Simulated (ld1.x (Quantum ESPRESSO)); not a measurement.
An all-electron radial function and its pseudo partner (oxygen)

Columns: radius, all-electron u(r) and pseudo u(r) of the 2s shell (level -23.91 eV) of oxygen in the configuration [He] 2s2 2p4; PBE, non-relativistic, ultrasoft scheme, ld1.x (Quantum ESPRESSO) 7.5.

```json
{"r (bohr)": "0.047", "all-electron": "0.3212", "pseudo": "-0.0676"}
{"r (bohr)": "0.095", "all-electron": "0.4199", "pseudo": "-0.1368"}
{"r (bohr)": "0.142", "all-electron": "0.3849", "pseudo": "-0.2049"}
{"r (bohr)": "0.190", "all-electron": "0.2747", "pseudo": "-0.2748"}
{"r (bohr)": "0.237", "all-electron": "0.1309", "pseudo": "-0.3436"}
{"r (bohr)": "0.285", "all-electron": "-0.0289", "pseudo": "-0.4139"}
{"r (bohr)": "0.332", "all-electron": "-0.1838", "pseudo": "-0.4822"}
{"r (bohr)": "0.380", "all-electron": "-0.3321", "pseudo": "-0.5509"}
{"r (bohr)": "0.427", "all-electron": "-0.4629", "pseudo": "-0.6163"}
{"r (bohr)": "0.475", "all-electron": "-0.5799", "pseudo": "-0.6802"}
{"r (bohr)": "0.522", "all-electron": "-0.6775", "pseudo": "-0.7388"}
{"r (bohr)": "0.570", "all-electron": "-0.7601", "pseudo": "-0.7936"}
{"r (bohr)": "0.617", "all-electron": "-0.8251", "pseudo": "-0.8412"}
{"r (bohr)": "0.665", "all-electron": "-0.8767", "pseudo": "-0.8827"}
{"r (bohr)": "0.712", "all-electron": "-0.9139", "pseudo": "-0.9154"}
{"r (bohr)": "0.760", "all-electron": "-0.9400", "pseudo": "-0.9401"}
{"r (bohr)": "0.807", "all-electron": "-0.9554", "pseudo": "-0.9554"}
{"r (bohr)": "0.855", "all-electron": "-0.9621", "pseudo": "-0.9621"}
{"r (bohr)": "0.902", "all-electron": "-0.9612", "pseudo": "-0.9612"}
{"r (bohr)": "0.950", "all-electron": "-0.9538", "pseudo": "-0.9538"}
{"r (bohr)": "0.997", "all-electron": "-0.9414", "pseudo": "-0.9414"}
{"r (bohr)": "1.045", "all-electron": "-0.9242", "pseudo": "-0.9242"}
{"r (bohr)": "1.092", "all-electron": "-0.9040", "pseudo": "-0.9040"}
{"r (bohr)": "1.140", "all-electron": "-0.8806", "pseudo": "-0.8806"}
{"r (bohr)": "1.187", "all-electron": "-0.8555", "pseudo": "-0.8555"}
{"r (bohr)": "1.235", "all-electron": "-0.8283", "pseudo": "-0.8283"}
```

Task: How many radial nodes do the two functions have?

Result: The all-electron 2s function has n − l − 1 = 1; the pseudo-wave has 0, since the states of the same l below it are removed with the core.

Task: At about which radius was the pseudo-wave matched?

Result: 0.80 bohr, where the columns begin to agree (steps of 0.05 bohr).

Task: Is the pseudo-wave norm-conserving?

Result: No, it belongs to an ultrasoft set: the norm inside the radius is not constrained, and the difference is carried by the augmentation charge.
